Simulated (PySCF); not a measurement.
The complex NiBr2 (charge 0) contains Ni(II), shell d8. The structure is a PBE0-D3(BJ)/def2-TZVP geometry optimised for multiplicity 3; coordination linear, point group D∞h, metal–donor distances 2.20 Å.

```
3

Ni    0.0000    0.0000    0.0000
Br    0.0000    0.0000    2.2009
Br    0.0000    0.0000   -2.2010
```

Method (PySCF 2.14, density fitting): CASSCF(8,5) with orbitals averaged over all microstates of the shell, strongly contracted NEVPT2 on the averaged canonical orbitals; basis x2c-TZVPall; spin-free X2C; gas phase; spin-orbit coupling by state interaction with the mean-field operator over all roots.

Problem. Which term lies lowest, and with what spin?

Solution. 3Σg- (S = 1, orbital degeneracy 1), orbital occupations from the lowest 1.9 1.9 1.1 1.1 2.0, by NEVPT2.

Problem. Where do the spin-allowed transitions within the shell lie?

Solution. By NEVPT2: 3Πg at 799 cm⁻¹; 3Δg at 2629 cm⁻¹; 3Φg at 3028 cm⁻¹; 3Πg at 15800 cm⁻¹ (633 nm); 3Σg- at 22143 cm⁻¹ (452 nm). All are electric-dipole forbidden at this geometry.

Problem. Which is the lowest state of another spin?

Solution. 1Δg at 13987 cm⁻¹ by NEVPT2; CASSCF alone puts it at 15637 cm⁻¹ above the same ground state.

Problem. Give the fitted ligand-field and repulsion parameters.

Solution. At CASSCF level (the NEVPT2 levels don't fit a ligand-field model well): orbital energies 0, 0, 2799, 2799, 3839 cm⁻¹; B = 1242 cm⁻¹; C = 4628 cm⁻¹; B over its free-ion value at the same level 0.942; rms of the fit 158 cm⁻¹; ζ = 634 cm⁻¹ (free ion 660).

Problem. What are the magnetic parameters?

Solution. Degenerate or low-lying orbital states mix with the ground state, so no spin-only Hamiltonian applies. The lowest spin-orbit level is 1-fold; the next lies at 162.3 cm⁻¹. μeff is 4.89 μB at 300 K and 1.53 μB at 10 K; the spin-only value is 2.83 μB.

The job took 7.2 s on one thread of Arm Neoverse V2 (shared host), with 144 basis functions, launched as `OMP_NUM_THREADS=1 python lf_run.py task.json out`.
